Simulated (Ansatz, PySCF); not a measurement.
C₃H₃ClF₂, SMILES C/C(F)=C(\F)Cl. Atoms are numbered in the order given.

```xyz
9

C     -2.1966    -0.3297    -0.5430
C     -0.9237     0.1713     0.0396
F     -1.0540     1.1885     0.9041
C      0.3023    -0.2988    -0.2230
F      0.4855    -1.3085    -1.0748
Cl     1.7507     0.3120     0.4752
H     -2.7154     0.4815    -1.0806
H     -2.8701    -0.6812     0.2565
H     -2.0082    -1.1560    -1.2396
```

The structure is a stationary point at B3LYP-D3(BJ)/def2-SVP.

Two levels are set side by side: PBE-D3(BJ)/def2-SVP (Ansatz, a first-principles code) and B3LYP-D3(BJ)/def2-SVP (Ansatz). Each level has its own optimised geometry; the coordinates shown are those of the second. Frequencies come from the Hessian of PySCF at each geometry. Differences are taken from unrounded values.

| quantity | B3LYP-D3(BJ) |
|---|---|
| mean bond length (Å) | 1.315 |
| bond C1–C2 (Å) | 1.487 |
| bond C2–F3 (Å) | 1.341 |
| bond C2–C4 (Å) | 1.339 |
| bond C4–F5 (Å) | 1.334 |
| bond C4–Cl6 (Å) | 1.720 |
| bond C1–H7 (Å) | 1.103 |
| bond C1–H8 (Å) | 1.103 |
| bond C1–H9 (Å) | 1.097 |
| highest harmonic wavenumber (cm⁻¹) | 3163 |
| mean harmonic wavenumber (cm⁻¹) | 1158 |
| zero-point energy (kcal/mol) | 34.77 |

### Question
What does PBE-D3(BJ) give, and how far is it from B3LYP-D3(BJ)? (An estimate is asked for; the answer gives what the named calculation found.)

### Answer

```tsv
quantity	PBE-D3(BJ)	PBE-D3(BJ) minus B3LYP-D3(BJ)
mean bond length (Å)	1.322	0.006
bond C1–C2 (Å)	1.488	0.001
bond C2–F3 (Å)	1.348	0.006
bond C2–C4 (Å)	1.352	0.013
bond C4–F5 (Å)	1.340	0.006
bond C4–Cl6 (Å)	1.721	0.001
bond C1–H7 (Å)	1.111	0.008
bond C1–H8 (Å)	1.111	0.008
bond C1–H9 (Å)	1.105	0.008
highest harmonic wavenumber (cm⁻¹)	3106	-57
mean harmonic wavenumber (cm⁻¹)	1126	-32
zero-point energy (kcal/mol)	33.81	-0.96
```

GGA bonds tend to be longer and softer than those of functionals with exact exchange. Differences between two approximate levels are no errors against the true value.
